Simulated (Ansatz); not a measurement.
Start from `[OH][Al]([Br])[O][SiH3]` and change one atom or group to get `[OH][Al]([OH])[Br]`.

Ansatz, PBE0-D4/def2-TZVP geometries, multiplicity 1. Each molecule was computed in one conformer, which needn't be the lowest.

Scalar relativity is left out up to krypton.

```
                                          property  `[OH][Al]([Br])[O][SiH3]`
    zero-point energy (PBE0-D4/def2-TZVP) / kJ/mol                      118.1
                LUMO energy (PBE0/def2-TZVPP) / eV                      -0.97
size of the dipole moment (ωB97M-V/def2-TZVPP) / D                       1.91
             HOMO–LUMO gap (B3LYP/def2-TZVPP) / eV                       7.10
               HOMO energy (B3LYP/def2-TZVPP) / eV                      -8.34
    size of the dipole moment (PBE/def2-TZVPP) / D                       1.77
```

(1) What does the change do to each property? (Best estimate.)

Answers

(1) The calculation gave: 
```tsv
property	`[OH][Al]([OH])[Br]`	shift
zero-point energy (PBE0-D4/def2-TZVP) / kJ/mol	75.7	-42.4
LUMO energy (PBE0/def2-TZVPP) / eV	-0.81	0.16
size of the dipole moment (ωB97M-V/def2-TZVPP) / D	0.77	-1.14
HOMO–LUMO gap (B3LYP/def2-TZVPP) / eV	7.27	0.17
HOMO energy (B3LYP/def2-TZVPP) / eV	-8.39	-0.05
size of the dipole moment (PBE/def2-TZVPP) / D	0.69	-1.08
```

The zero-point energy changes by -42.4 kJ/mol with -9 modes. Dipoles are sizes alone; their direction can turn.

B3LYP here is the variant with VWN-RPA as its local correlation; programs differ in this.

Spin–orbit coupling is left out; it splits and shifts lone-pair levels of the heavy atoms by tenths of an eV.
